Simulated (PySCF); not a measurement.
ClH5OSi2. Atoms are numbered in the order given.

```xyz
9

Si    -2.0234     0.2040    -0.4873
O     -0.4345     0.4813    -0.9215
Si     1.1302     0.2806    -0.4544
Cl     1.1669    -0.7097     1.3758
H     -2.2703    -1.2581    -0.3481
H     -2.8820     0.7588    -1.5661
H     -2.3302     0.8845     0.8014
H      1.7778     1.6015    -0.2756
H      1.8493    -0.5554    -1.4444
```

Coordinates come from a B3LYP-D3(BJ)/def2-SVP optimisation. Other conformers were not sampled.

All values below come from TDDFT-LC-ωPBE/def2-SVPD in PySCF.

Vertical excitations. Gas-phase values at a fixed geometry.

```json
[
 {"state": "S1", "energy (eV)": "7.82", "λ (nm)": "159", "f": "0.002", "main pairs": "HOMO→LUMO 65 %"},
 {"state": "S2", "energy (eV)": "8.10", "λ (nm)": "153", "f": "0.003", "main pairs": "HOMO→LUMO+2 49 %, HOMO→LUMO+1 19 %"},
 {"state": "S3", "energy (eV)": "8.22", "λ (nm)": "151", "f": "0.001", "main pairs": "HOMO−1→LUMO 62 %"},
 {"state": "S4", "energy (eV)": "8.52", "λ (nm)": "145", "f": "0.002", "main pairs": "HOMO−2→LUMO 34 %, HOMO→LUMO+6 18 %, HOMO→LUMO+3 13 %, HOMO→LUMO+4 7 %"},
 {"state": "S5", "energy (eV)": "8.84", "λ (nm)": "140", "f": "0.052", "main pairs": "HOMO−3→LUMO+2 28 %, HOMO−1→LUMO+2 21 %, HOMO−3→LUMO+1 15 %, HOMO−1→LUMO+1 14 %"},
 {"state": "S6", "energy (eV)": "9.01", "λ (nm)": "138", "f": "0.137", "main pairs": "HOMO→LUMO+1 32 %, HOMO→LUMO+2 14 %, HOMO→LUMO 9 %, HOMO−2→LUMO+2 8 %"},
 {"state": "S7", "energy (eV)": "9.13", "λ (nm)": "136", "f": "0.016", "main pairs": "HOMO−2→LUMO+1 19 %, HOMO−2→LUMO+2 15 %, HOMO→LUMO+3 12 %, HOMO−4→LUMO+2 11 %"},
 {"state": "S8", "energy (eV)": "9.29", "λ (nm)": "133", "f": "0.017", "main pairs": "HOMO−3→LUMO 33 %, HOMO−1→LUMO 14 %, HOMO−3→LUMO+2 9 %, HOMO−1→LUMO+6 7 %"},
 {"state": "S9", "energy (eV)": "9.33", "λ (nm)": "133", "f": "0.000", "main pairs": "HOMO−1→LUMO+5 13 %, HOMO−2→LUMO+3 13 %, HOMO→LUMO+8 13 %, HOMO−2→LUMO+2 7 %"},
 {"state": "S10", "energy (eV)": "9.44", "λ (nm)": "131", "f": "0.010", "main pairs": "HOMO−1→LUMO+1 50 %, HOMO−3→LUMO+1 14 %"},
 {"state": "T1", "energy (eV)": "7.32", "λ (nm)": "169", "f": "0", "main pairs": "HOMO→LUMO 55 %, HOMO→LUMO+1 11 %, HOMO−2→LUMO 8 %"},
 {"state": "T2", "energy (eV)": "7.57", "λ (nm)": "164", "f": "0", "main pairs": "HOMO→LUMO+2 46 %, HOMO→LUMO+1 11 %"},
 {"state": "T3", "energy (eV)": "7.66", "λ (nm)": "162", "f": "0", "main pairs": "HOMO−1→LUMO 52 %, HOMO−3→LUMO 9 %"},
 {"state": "T4", "energy (eV)": "7.93", "λ (nm)": "156", "f": "0", "main pairs": "HOMO−2→LUMO 20 %, HOMO→LUMO+6 16 %, HOMO→LUMO+4 13 %, HOMO−4→LUMO 10 %"}
]
```
Triplets are in the Tamm–Dancoff approximation, which puts them higher than full response would, so one can lie above its singlet here.
